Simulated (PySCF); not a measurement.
This script is equivalent to a calculation on Rb⁺ (rubidium, charge +1).

```python
from pyscf import gto, scf, dft, mp, cc
import basis_set_exchange as bse
mol = gto.M(atom="Rb 0 0 0", charge=1, spin=0, symmetry="D2h",
            basis=gto.basis.parse(bse.get_basis("cc-pVDZ-X2C", elements=["Rb"], fmt="nwchem", header=False)),
            nucmod="G")
mf = scf.UHF(mol).sfx2c1e()
mf.irrep_nelec = {'Ag': (6, 6), 'B1g': (1, 1), 'B2g': (1, 1), 'B3g': (1, 1), 'B1u': (3, 3), 'B2u': (3, 3), 'B3u': (3, 3)}
mf.kernel()
```

Problem. What total energy does it give?

Solution. -2979.00309 hartree (calculated).

Problem. Which occupied shell lies highest, and where?

Solution. 4p, at -27.517 eV.
